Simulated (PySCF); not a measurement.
Species: C8H14F2.
SMILES with atom numbers: `[CH3:1][C@@H:2]1[CH2:3][CH2:4][C@@H:5]([C:6]([CH3:7])([F:8])[F:9])[CH2:10]1`

NICS is the negative of the GIAO shielding at a point without a nucleus: at the ring centre (0) and 1 Å above and below it (1); zz is the component along the ring normal. Level: GIAO PBE0/pcSseg-1 (PySCF, non-relativistic, gas phase) on the GFN2-xTB geometry, one conformer.

Ring bond lengths (Å), with Mayer bond orders in brackets: C2–C3 1.532 (1.00), C3–C4 1.524 (1.05), C4–C5 1.533 (0.98), C5–C10 1.543 (0.99), C10–C2 1.541 (0.99).

Q: What do the NICS probes read (ppm)?

A: 
```csv
ring,type,NICS(0),"NICS(1), two faces","NICS(1)zz, two faces",rms pucker (Å),"centre to ring atoms, mean (Å)"
C2–C3–C4–C5–C10,5-membered carbocycle; formal bonds all single,-5.3,-3.9 / -3.9,-2.3 / -1.8,0.18,1.28
```

Q: What do they say, and how far can they be read as aromaticity?

A: 
- C2–C3–C4–C5–C10: mean NICS(1)zz -2.0 ppm, near zero. C2, C3, C4, C5, C10 have four or more neighbours; no verdict on aromaticity is drawn.

Q: At the second NICS(1) probe listed for ring C2–C3–C4–C5–C10, 1 Å off the ring, what do the in-plane components average?

A: The isotropic value is a third of the trace: (3 × -3.9 − (-1.8))/2 = -4.9 ppm.

Q: List the ring angles and the Hirshfeld charges of the ring atoms.

A: 
- C2–C3–C4–C5–C10: C2 104.4° (-0.018 e), C3 103.4° (-0.070 e), C4 102.9° (-0.074 e), C5 105.0° (-0.043 e), C10 106.6° (-0.078 e); sum 522.2° against 540° for a flat convex ring.
